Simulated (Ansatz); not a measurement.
Reaction (ligand exchange at the Sn–C bond): `C=[C](F)[SnH2][CH3]` + CH₃SH → `C[S][SnH2][CH3]` + `C=CF`

Calculated with Ansatz (gas phase, PBE0-D4/def2-TZVP geometries, no zero-point term in ΔE). CCSD(T)/CBS adds triple-zeta CCSD(T) − MP2 to the extrapolated MP2 energy (def2 sets, frozen cores). This one scheme is used for every species. DFT in def2-TZVPP. B3LYP here is the variant with VWN-RPA as its local correlation; programs differ in this. def2 core potentials past Kr. For Sn outer-core shells are correlated without core-valence functions, which leaves a few kJ/mol of doubt a bond. One conformer a species, not always the lowest.

| level | ΔE (kJ/mol) | difference from CCSD(T)/CBS |
| --- | --- | --- |
| PBE-D4 | -80.2 | 0.2 |
| r2SCAN-D4 | -81.9 | -1.5 |
| PBE0-D4 | -83.0 | -2.6 |
| B3LYP-D4 | -81.5 | -1.1 |
| ωB97X-V | -77.1 | 3.3 |
| ωB97M-V | -77.6 | 2.8 |
| B2PLYP | -79.5 | 0.9 |
| PBE | -79.1 | 1.3 |
| r2SCAN | -81.6 | -1.2 |
| PBE0 | -81.9 | -1.5 |
| B3LYP | -79.8 | 0.6 |
| HF/def2-TZVPP | -86.1 | -5.7 |
| MP2/def2-TZVPP | -79.4 | 1.0 |
| SCS-MP2/def2-TZVPP | -77.5 | 2.9 |
| CCSD/def2-TZVPP | -75.3 | 5.1 |
| CCSD(T)/def2-TZVPP | -74.6 | 5.8 |
| HF/def2-QZVPP | -86.4 | -6.0 |
| MP2/def2-QZVPP | -82.8 | -2.4 |
| SCS-MP2/def2-QZVPP | -80.9 | -0.5 |
| HF/CBS(def2) | -86.4 | -6.0 |
| MP2/CBS(def2) | -85.2 | -4.8 |
| CCSD/CBS(def2) | -81.1 | -0.7 |
| CCSD(T)/CBS | -80.4 | 0 |

Largest T1 diagnostic among the species: 0.013.

In def2-TZVPP, CCSD(T) changes the Hartree–Fock value by +11.5 kJ/mol (the triples alone add +0.7 kJ/mol) and MP2 by +6.7 kJ/mol.
